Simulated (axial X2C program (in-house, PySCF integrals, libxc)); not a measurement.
Results of a calculation; reference values are marked as such.
## CuIn: input and output

Program: an in-house relativistic program for diatomic molecules.

Input:
```json
{
 "zs": [
  49,
  29
 ],
 "q": 0,
 "bas": [
  "dyall-cv3z",
  "dyall-cv3z"
 ],
 "levels": [
  "PBE0",
  "HF",
  "r2SCAN"
 ],
 "cc": true,
 "r0": 2.54,
 "thr": -1.0,
 "nmax": 90,
 "npts": 10,
 "nst": 2,
 "ntry": 6
}
```
```bash
python so2c.py task.json out
```

Keys: zs atomic numbers; q charge; bas basis sets; levels methods; cc coupled cluster on or off; r0 starting distance in Å; thr threshold in hartree for freezing inner shells (an s shell follows its p shell); nmax most natural virtual spinors; npts points on the curve; nst determinants followed; ntry starts of the search. HF also brings MP2.

Output of the HF step, scalar-relativistic, at R = 2.560 Å for the state M_S = 0, Λ = 0. It starts from PBE0 orbitals of this distance.

```
spin-free X2C-1e  HF
basis functions 234  fitting functions 1235  grid points 5802
iter        total energy     max residual
   1      -7531.477081950     1.96e-01
   2      -7531.520935855     3.86e-02
   3      -7531.516240322     6.05e-02
   4      -7531.529538878     2.01e-03
   5      -7531.529898955     2.13e-03
   6      -7531.530000528     3.53e-04
   7      -7531.530012484     2.31e-04
   8      -7531.530015673     8.25e-05
   9      -7531.530015990     2.08e-05
  10      -7531.530016006     8.87e-06
  11      -7531.530016009     3.72e-06
  12      -7531.530016009     1.94e-06
converged
one-electron -10989.12900363  Coulomb 3389.10689540  exact exchange -225.24260181  xc functional 0.00000000  nuclear repulsion 293.73469403
correlated 14  virtual 310  natural virtual 88  E(MP2) -0.601177229  MP2 remainder -0.054275113
iter   CCSD correlation   residual
   1     -0.448279278   2.92e-01
   2     -0.483842042   1.96e-01
   3     -0.491003284   6.02e-02
   4     -0.490952711   3.21e-02
   5     -0.490882409   1.28e-02
   6     -0.491304877   8.05e-03
   7     -0.491436465   4.28e-03
   8     -0.491323177   2.20e-03
   9     -0.491411676   1.05e-03
  10     -0.491401901   5.15e-04
  11     -0.491399479   2.59e-04
  12     -0.491405736   1.56e-04
  13     -0.491405756   8.70e-05
  14     -0.491405154   5.01e-05
  15     -0.491405295   3.06e-05
  16     -0.491405394   1.55e-05
  17     -0.491405433   9.15e-06
  18     -0.491405426   5.20e-06
(T) -0.024460929  T1 0.0493  D1 0.0927  max T2 0.132
```
Energies are in hartree; totals compare only within one Hamiltonian and basis. T1 is large, a sign of multireference character or of a spin-contaminated reference. T1 in the output is the amplitude norm over the root of the electron number; divide by √2 for the Lee–Taylor value.
